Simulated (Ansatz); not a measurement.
CH₉AlOSi₂ (`C[SiH]([AlH2])O[SiH3]`) at its PBE0-D4/def2-TZVP geometry, where that method's forces vanish. The species carries charge 0 and has multiplicity 1.

```xyz
14

C     1.0434   -0.2563    1.6164
Si    0.5178    0.3859   -0.0639
Al    0.0717    2.8135   -0.1045
O    -0.8288   -0.4320   -0.5675
Si   -1.3298   -1.8391   -1.2261
H     1.9482    0.2591    1.9508
H     1.2612   -1.3267    1.5710
H     0.2660   -0.0985    2.3675
H     1.6309    0.0686   -1.0199
H    -1.2467    3.4210   -0.7541
H     1.1377    3.8205    0.5187
H    -0.5079   -2.1766   -2.4198
H    -1.2134   -2.9483   -0.2407
H    -2.7502   -1.6910   -1.6280
```

Q: What forces (eV/Å) does r2SCAN-D4/def2-TZVPP give on these atoms in Ansatz 0.2.0? (Estimate.)

A: The calculation gave: 
```
C1   0.014  0.001  0.007
Si2  0.032  0.049 -0.012
Al3  0.005  0.034  0.000
O4  -0.039  0.002  0.004
Si5 -0.026 -0.057 -0.035
H6  -0.018 -0.021  0.009
H7   0.000  0.014  0.013
H8   0.023 -0.008 -0.005
H9   0.001  0.000  0.011
H10  0.024 -0.006  0.013
H11 -0.023 -0.013 -0.013
H12 -0.023  0.000  0.026
H13 -0.007  0.017 -0.025
H14  0.036 -0.013  0.008
```
